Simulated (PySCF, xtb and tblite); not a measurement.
Conformational energy of SMILES CCCC#N. Scanned: dihedral C1–C2–C3–C4; all other coordinates were relaxed at B3LYP-D3(BJ)/def2-SVP. Points at φ and −φ are mirror images. Heavy atoms are numbered in the order of the SMILES CCCC#N, hydrogens after them in the order of the atoms that carry them; the mirror image has the same energies with the sign of each dihedral reversed.

RKS-B3LYP/6-31G* = restricted B3LYP/6-31G*, spherical d // B3LYP-D3(BJ)/def2-SVP (PySCF); GFN2-xTB, on its own relaxed geometries (the stored frames are those of B3LYP-D3(BJ)/def2-SVP) (xtb and tblite); RKS-M06-2X/6-31G* = restricted M06-2X/6-31G*, spherical d // B3LYP-D3(BJ)/def2-SVP run with PySCF.

Energies in mEh, each method relative to its own lowest point.

```json
[
 {"φ / °": "-150", "RKS-B3LYP/6-31G*": "2.5", "GFN2-xTB": "1.7", "RKS-M06-2X/6-31G*": "3.1"},
 {"φ / °": "-120", "RKS-B3LYP/6-31G*": "5.1", "GFN2-xTB": "3.5", "RKS-M06-2X/6-31G*": "5.8"},
 {"φ / °": "-90", "RKS-B3LYP/6-31G*": "2.4", "GFN2-xTB": "1.5", "RKS-M06-2X/6-31G*": "2.8"},
 {"φ / °": "-60", "RKS-B3LYP/6-31G*": "0.1", "GFN2-xTB": "0.0", "RKS-M06-2X/6-31G*": "0.0"},
 {"φ / °": "-30", "RKS-B3LYP/6-31G*": "3.4", "GFN2-xTB": "2.8", "RKS-M06-2X/6-31G*": "3.2"},
 {"φ / °": "0", "RKS-B3LYP/6-31G*": "6.6", "GFN2-xTB": "5.2", "RKS-M06-2X/6-31G*": "6.3"},
 {"φ / °": "30", "RKS-B3LYP/6-31G*": "3.4", "GFN2-xTB": "2.8", "RKS-M06-2X/6-31G*": "3.2"},
 {"φ / °": "60", "RKS-B3LYP/6-31G*": "0.1", "GFN2-xTB": "0.0", "RKS-M06-2X/6-31G*": "0.0"},
 {"φ / °": "90", "RKS-B3LYP/6-31G*": "2.4", "GFN2-xTB": "1.5", "RKS-M06-2X/6-31G*": "2.8"},
 {"φ / °": "120", "RKS-B3LYP/6-31G*": "5.1", "GFN2-xTB": "3.5", "RKS-M06-2X/6-31G*": "5.8"},
 {"φ / °": "150", "RKS-B3LYP/6-31G*": "2.5", "GFN2-xTB": "1.7", "RKS-M06-2X/6-31G*": "3.1"},
 {"φ / °": "180", "RKS-B3LYP/6-31G*": "0.0", "GFN2-xTB": "0.0", "RKS-M06-2X/6-31G*": "0.5"}
]
```
